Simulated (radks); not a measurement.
Species: W2+. Configuration: [Xe] 4f14 5d4.

Calculated with a radial shooting solver on a logarithmic mesh with Libxc functionals: Dirac Kohn-Sham, PBE, spin-unpolarised, spherical densities, finite nucleus; open shells fill j = l - 1/2 first; Fermi nuclear charge, rms radius 5.3658 fm.

Energy parts (eV):
total: -439803.89
kinetic: 495272.79
electron-nucleus: -1097258.41
Hartree: 171016.64
exchange-correlation: -8834.91

Orbitals (lengths in bohr, moments of r in powers of bohr):
orbital  occ.  eigenvalue (eV)      <r^2>  small-component weight
1s1/2       2        -69387.42  0.0004632                7.79e-02
2s1/2       2        -11981.32   0.007063                1.76e-02
2p1/2       2        -11460.54   0.005042                1.77e-02
2p3/2       4        -10107.86   0.006243                1.60e-02
3s1/2       2        -2771.154    0.04613                5.81e-03
3p1/2       2        -2538.644    0.04232                5.75e-03
3p3/2       4        -2246.150    0.04891                5.26e-03
3d3/2       4        -1853.775    0.03792                5.14e-03
3d5/2       6        -1790.164    0.03973                5.01e-03
4s1/2       2        -583.9470     0.2283                1.91e-03
4p1/2       2        -487.4126     0.2354                1.82e-03
4p3/2       4        -419.6307     0.2708                1.63e-03
4d3/2       4        -260.8848     0.2955                1.44e-03
4d5/2       6        -248.3941     0.3088                1.39e-03
5s1/2       2         -94.4136      1.285                4.25e-04
5p1/2       2         -65.8850      1.573                3.49e-04
5p3/2       4         -56.1014      1.861                2.97e-04
4f5/2       6         -49.8729     0.4570                9.82e-04
4f7/2       8         -47.6357     0.4727                9.60e-04
5d3/2       4         -20.0775      4.049                1.41e-04
5d5/2       0         -19.2540      4.312                1.33e-04

The highest occupied level is 5d3/2 at -20.078 eV. For comparison, the ionisation energy in NIST's Atomic Spectra Database is 26.0 eV (semi-empirical). In exact Kohn-Sham theory the highest level is minus the ionisation energy, but local and semilocal functionals leave it too shallow, through self-interaction and a potential that decays too fast; potentials with the right tail come closer. Summed over all electrons, <r^2> = 41.74 bohr^2, which gives a Langevin (diamagnetic) susceptibility term of -33.1 x 10^-6 cm^3/mol. The density falls to 0.001 e/bohr^3 at r = 3.73 bohr.

Beside tabulated values, note that spin-unpolarised runs miss the spin-polarisation part of the exchange energy of open shells.
